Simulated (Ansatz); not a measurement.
FH2O2Sc (`[OH][Sc]([OH])[F]`). Charge 0, multiplicity 1.

```xyz
6

O    -0.0935   -1.4140    0.9156
Sc    0.3539   -0.0660   -0.2873
O    -0.5779    1.5429   -0.3736
F     1.7811   -0.3349   -1.4430
H    -0.3660   -2.0684    1.5509
H    -1.0976    2.3404   -0.3626
```

(1) List the harmonic frequencies (cm⁻¹, unscaled) at PBE0-D4/def2-TZVP in Ansatz. (An estimate is asked.)

(2) Is this a minimum?

(3) Give the ideal-gas thermochemistry at 298.15 K and 1 bar (rigid rotor, harmonic oscillator; point group C2v, symmetry number 2).

Answers

(1) The calculation gave: 101, 131, 165, 173, 249, 400, 415, 641, 730, 759, 4008, 4010.

(2) Yes, all 12 modes are real.

(3) Zero-point energy 70.5 kJ/mol; H(298) − E = 91.0 kJ/mol; entropy 334.6 J/(mol·K), of which translation 166.0, rotation 102.6, vibration 66.0; G(298) − E = -8.7 kJ/mol.
